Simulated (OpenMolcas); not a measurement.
# Ta3+ in a point-charge field

Ta3+ among 8 point charges of -1.2 e arranged as a cube (Oh), 2.04 Å from the ion.
```
   1.1778    1.1778    1.1778  -1.20
   1.1778    1.1778   -1.1778  -1.20
   1.1778   -1.1778    1.1778  -1.20
   1.1778   -1.1778   -1.1778  -1.20
  -1.1778    1.1778    1.1778  -1.20
  -1.1778    1.1778   -1.1778  -1.20
  -1.1778   -1.1778    1.1778  -1.20
  -1.1778   -1.1778   -1.1778  -1.20
```

| Quantity | Value |
| --- | --- |
| Program | OpenMolcas 26.06 |
| Method | CASSCF |
| Basis | ANO-RCC-VDZP [7s6p4d2f1g] |
| Scalar Hamiltonian | DKH2, point nucleus |
| Active space | 2 electrons in 5 orbitals (5d) |
| State averaging | 2S+1 = 3 even, 10 roots; 2S+1 = 1 even, 15 roots |
| Spin-orbit coupling | RASSI with atomic mean-field integrals over the reference wave functions |

The lowest spin-free states (labels of O, the rotations of Oh), above the lowest:

| State | Degeneracy | E (cm-1) | Free-ion L (%) |
| --- | --- | --- | --- |
| 3A2 | 1 | 0.0 | F (100) |
| 1E | 2 | 9836 | D (65) |
| 3T2 | 3 | 13246 | F (100) |
| 1A1 | 1 | 17386 | G (83) |
| 3T1 | 3 | 19408 | F (58) |
| 1T2 | 3 | 23263 | D (72) |
| 1T1 | 3 | 26219 | G (100) |
| 3T1 | 3 | 30601 | P (58) |
| 1E | 2 | 38596 | G (65) |
| 1T2 | 3 | 38742 | G (72) |
| 1A1 | 1 | 55095 | S (83) |

The lowest levels with spin-orbit coupling:

| E (cm-1) | Degeneracy | Label | 2S+1 |
| --- | --- | --- | --- |
| 0.0 | 3 | T2 | 3 |
| 8046 | 2 | E | 1 (64 %) |
| 13037 | 1 | A2 | 3 |
| 13497 | 3 | T2 | 3 |
| 14352 | 3 | T1 | 3 |
| 15548 | 2 | E | 3 (66 %) |
| 16157 | 1 | A1 | 1 (64 %) |
| 20348 | 3 | T2 | 3 |
| 20810 | 3 | T1 | 3 |
| 21192 | 2 | E | 3 |
| 22586 | 1 | A1 | 3 (63 %) |
| 23364 | 3 | T2 | 1 (82 %) |
| 27389 | 3 | T1 | 1 (85 %) |
| 32131 | 2 | E | 3 |
| 32276 | 1 | A1 | 3 |
| 32725 | 3 | T1 | 3 |
| 32869 | 3 | T2 | 3 (81 %) |
| 40364 | 2 | E | 1 |
| 40567 | 3 | T2 | 1 |
| 57274 | 1 | A1 | 1 |

Powder χT (cm3 K/mol): 0.379 at 2 K, 0.38 at 10 K, 0.386 at 50 K, 0.394 at 100 K, 0.408 at 200 K, 0.423 at 300 K. The effective moment at 300 K is 2.828 √(χT) = 1.84 μB.

The lowest level has 2S+1 = 3, for which the spin-only value is χT = S(S+1) / 2 = 1.000 cm3 K/mol (g = 2). The computed 0.423 at 300 K differs by -0.577, through orbital momentum, spin-orbit coupling and any other state in reach.

A least-squares ligand-field fit to the states below 45000 cm-1, each weighted by its degeneracy and with a free common offset, gives 10Dq = -13901 cm-1 (negative for this site), B = 623 cm-1 and C = 2694 cm-1 (C/B = 4.32), with an rms deviation of 157 cm-1.

Without dynamic correlation the repulsion within the d shell is too large (B by tens of per cent), so at a given field states of lower spin stand too high. Point charges carry no covalency, so the field is a model and not that of real ligands. No measured value stands beside these numbers.
